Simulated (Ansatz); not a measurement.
Gas-phase electronic energies from Ansatz, PBE0-D4/def2-TZVP geometries. CBS: MP2 limit from def2 TZ/QZ plus the TZ coupled-cluster correction, frozen cores. DFT in def2-TZVPP. Each species was taken in one conformer, which may not be the lowest.

Reaction (formal exchange of groups at the Si–B bond): `B[SiH2]B` + `NC#CN` → `B[SiH2]N` + `BC#CN`

```
             level  ΔE (kJ/mol)  difference from CCSD(T)/CBS
         revPBE-D4       -196.5                         12.7
           BLYP-D4       -211.7                         -2.5
         r2SCAN-D4       -213.3                         -4.1
      CAM-B3LYP-D4       -212.3                         -3.1
           ωB97M-V       -211.9                         -2.7
            r2SCAN       -213.3                         -4.1
           r2SCANh       -212.3                         -3.1
           r2SCAN0       -210.7                         -1.5
           LC-ωPBE       -195.1                         14.1
       HF/def2-SVP       -197.1                         12.1
      MP2/def2-SVP       -197.7                         11.5
     HF/def2-TZVPP       -216.3                         -7.1
SCS-MP2/def2-TZVPP       -213.7                         -4.5
   CCSD/def2-TZVPP       -206.3                          2.9
CCSD(T)/def2-TZVPP       -207.1                          2.1
     MP2/CBS(def2)       -218.1                         -8.9
       CCSD(T)/CBS       -209.2                            0
```

Largest T1 diagnostic among the species: 0.015.

At CCSD(T), def2-SVP lies +19.6 kJ/mol from the extrapolated value and def2-TZVPP +2.1 kJ/mol. Leaving LDA and LC-ωPBE aside and taking each functional with its dispersion term where it has one, the values, not all of them listed here, spread over 22.4 kJ/mol, from B97M-V to revPBE-D4.
